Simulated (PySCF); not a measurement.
Compound: C8H11N.
Bonds: C1–C2, C2–C3, C2–C4, C4–C5 (aromatic), C5–C6 (aromatic), C6–N7 (aromatic), N7–C8 (aromatic), C8–C9 (aromatic), C4–C9 (aromatic). Hydrogens: H10, H11, H12 on C1; H13 on C2; H14, H15, H16 on C3; H17 on C5; H18 on C6; H19 on C8; H20 on C9.

Method: PBE0-D3(BJ)/def2-SVP geometry optimisation, gas phase (PySCF 2.14.0).

Q: List the bond lengths, angles and torsions at this level.

A: 
| bond | length (Å) | order |
| --- | --- | --- |
| C1–C2, C2–C3 | 1.528 | single |
| C2–C4 | 1.512 | single |
| C4–C5, C4–C9 | 1.398 | aromatic |
| C5–C6, C8–C9 | 1.394 | aromatic |
| C6–N7, N7–C8 | 1.330 | aromatic |
| C1–H10 and 5 like bonds | 1.101 | single |
| C2–H13 | 1.103 | single |
| C5–H17, C9–H20 | 1.093 | single |
| C6–H18, C8–H19 | 1.097 | single |

Bonds in one row agree within 0.01 Å and their mean is given. Orders are formal, as drawn. A selection of angles:
| angle | degrees |
| --- | --- |
| C2–C1–H10 | 111.4 |
| H10–C1–H11 | 107.7 |
| C1–C2–C3 | 111.6 |
| C1–C2–C4 | 111.5 |
| C1–C2–H13 | 107.8 |
| C4–C2–H13 | 106.8 |
| C2–C4–C5 | 121.8 |
| C5–C4–C9 | 116.6 |
| C4–C5–C6 | 119.4 |
| C4–C5–H17 | 121.0 |
| C6–C5–H17 | 119.6 |
| C5–C6–N7 | 123.7 |
| C5–C6–H18 | 119.9 |
| N7–C6–H18 | 116.4 |
| C6–N7–C8 | 117.1 |
| C4–C9–H20 | 120.4 |

Torsions: C1–C2–C4–C5 -62° (synclinal).

The 7 C–C bonds span 1.393 Å (C5–C6, aromatic) to 1.529 Å (C2–C3, drawn single), a spread of 0.136 Å. Of the pairs four or more bonds apart, H13···H20 is among the closest relative to their van der Waals radii: 2.32 Å, 97 % of the sum of Bondi's values. The 6-membered ring C4–C5–C6–N7–C8–C9 has internal angles of 116.6° to 123.7° (sum 720°, against 720° for a flat polygon); it is planar, 0.00 Å rms from its mean plane, widest ring torsion 0°.

Point group: Cs (tolerance 0.08 Å). No frequency check. The numbers are those of one conformer.
